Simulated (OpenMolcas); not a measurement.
Mo3+ among 4 point charges of -1 e arranged as a tetrahedron (Td).

- Program: OpenMolcas 26.06
- Method: CASSCF
- Basis: ANO-RCC-VTZP [7s6p4d2f1g]
- Scalar Hamiltonian: DKH2, point nucleus
- Active space: 3 electrons in 5 orbitals (4d)
- State averaging: 2S+1 = 4 even, 10 roots; 2S+1 = 2 even, 40 roots
- Spin-orbit coupling: state interaction with AMFI integrals over the reference wave functions

All point charges move together. At R = 1.85 Å |10Dq| is 3515 cm-1, and at R = 2.24 Å it is 1595 cm-1.

Task: A third run gives 2474 cm-1. What distance was it run at?

Result: With a power law R^-n the two known points give n = -ln(1595 / 3515) / ln(2.24 / 1.85) = 4.13. Then R = 1.85 × (3515 / 2474)^(1/4.13) = 2.014 Å. The run was at 2.02 Å, so the estimate is off by -0.006 Å.

An orbital triplet at a regular site is open to Jahn-Teller coupling, which can distort the site and quench the lowest spin-orbit gaps and is left out. Without dynamic correlation the repulsion within the d shell is too large (B by tens of per cent), so at a given field states of lower spin stand too high. Point charges give a weaker field than real ligands, and real ions of this kind are as a rule low spin; the high spin found here belongs to the model. The ground term spreads over less than 5000 cm-1, several times less than with real ligands, so orbital moments are less quenched and χT lies further from the spin-only value than at real sites (holds for R = 2.02; R = 2.24). This is an electrostatic model: the charges have no orbitals. No measured value stands beside these numbers.
